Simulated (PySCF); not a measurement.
Vertical excitations of a molecule C2H5BF2O from TDDFT-PBE/def2-SVPD run with PySCF 2.14.0, as energy in eV (oscillator strength): 7.07 (0.008), 7.26 (0.018), 7.27 (0.001), 7.63 (0.110), 7.83 (0.001), 7.85 (0.000), 7.87 (0.002), 7.94 (0.013), 8.08 (0.017), 8.15 (0.003). Lowest triplet (TDA): 6.64 eV. Geometry: PBE0-D3(BJ)/def2-SVP. One conformer was computed; it need not be the lowest.

### Question
Which structure fits?
A) C[C@@H](F)B(O)F
B) COB(F)CF
C) CB(O)C(F)F
D) OB(CF)CF

### Answer
B, COB(F)CF
